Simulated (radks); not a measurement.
Values are calculated unless marked as measured or tabulated.
Charge is removed step by step from the 2s down level of the magnesium ion Mg2+, starting from [He] 2s(up 1, down 1) 2p6. Level of theory: scalar-relativistic Kohn-Sham, PBE, spin-polarised, spherical densities, finite nucleus; Fermi nuclear charge, rms radius 3.057 fm (a radial shooting solver on a logarithmic mesh with Libxc functionals).

removed (e)  E - E(0) (eV)  eigenvalue (eV)  E minus straight line (eV)
0                    0.000          -99.968                       0.000
0.125               12.701          -103.27                      -1.469
0.25                25.816          -106.59                      -2.525
0.375               39.348          -109.94                      -3.163
0.5                 53.301          -113.31                      -3.382
0.625               67.676          -116.71                      -3.177
0.75                82.477          -120.12                      -2.547
0.875               97.706          -123.56                      -1.489
1                   113.36          -127.01                       0.000

Removing the whole electron costs 113.36 eV by Delta-SCF, against 99.968 eV from minus the eigenvalue at the starting occupation. Slater's transition state (half an electron removed) gives 113.31 eV. Integrating minus the eigenvalue over the occupation (Janak's theorem) gives 113.37 eV. In this scalar-relativistic scheme the density is built from large components alone, so the theorem holds only approximately. The mean slope of the eigenvalue, de/dn, is 27.0 eV per electron.
